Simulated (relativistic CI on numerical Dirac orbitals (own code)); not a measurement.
Mn10+: q coefficients and field-shift factors

Calculated at this level of theory: Dirac-Coulomb-Breit CI, orbitals from a KLI potential per configuration, derivatives by finite differences, unscaled Slater integrals, QED left out (own radial code, finite nucleus).

CI space (outside the closed core [Ne]): 3s2 3p3, 3s 3p4, 3s2 3p2 3d, 3p5, 3s 3p3 3d, 3p4 3d, 3s2 3p 3d2, 3s2 3d3, 3s 3p 3d3, 3p3 3d2, 3p2 3d3. Double excitations out of closed p, d and f shells are left out; levels of such configurations are missing from the list, as are those of other unlisted configurations, and high levels can miss mixing partners.

With x = (α/α₀)² − 1 an excitation energy changes as ω = ω₀ + qx; K = 2q/ω₀ is the relative enhancement. Terms are leading LS components, so labels can repeat. The field-shift factor is F = δν/δ⟨r²⟩ for the transition from the lowest level.

Lowest level 3s2 3p3 4S°_3/2.

| Level | ω₀ (cm⁻¹) | q (cm⁻¹) | K | F (GHz/fm²) |
| --- | --- | --- | --- | --- |
| 3s2 3p3 2D°_3/2 | 43160 | -3107 | -0.144 | 0.0218 |
| 3s2 3p3 2D°_5/2 | 46414 | 2498 | 0.108 | 0.0253 |
| 3s2 3p3 2P°_1/2 | 73043 | 2885 | 0.079 | -0.155 |
| 3s2 3p3 2P°_3/2 | 77477 | 10950 | 0.283 | -0.172 |
| 3s 3p4 4P_5/2 | 268889 | 9871 | 0.0734 | -10.6 |
| 3s 3p4 4P_3/2 | 276503 | 17910 | 0.13 | -10.5 |
| 3s 3p4 4P_1/2 | 280160 | 21010 | 0.15 | -10.5 |
| 3s 3p4 2D_3/2 | 330462 | 13560 | 0.0821 | -9.17 |
| 3s 3p4 2D_5/2 | 331842 | 16090 | 0.097 | -9.23 |
| 3s2 3p2 3d 2P_3/2 | 379573 | 10960 | 0.0577 | -5.93 |
| 3s2 3p2 3d 2P_1/2 | 385574 | 14350 | 0.0744 | -6.44 |
| 3s 3p4 2S_1/2 | 404561 | 20840 | 0.103 | -8.93 |
| 3s2 3p2 3d 4F_3/2 | 416129 | -635.2 | -0.00305 | 0.487 |

At this charge energies of transitions that change n are usually good to better than 1 %, and those within a shell (Δn = 0) to a few per cent.
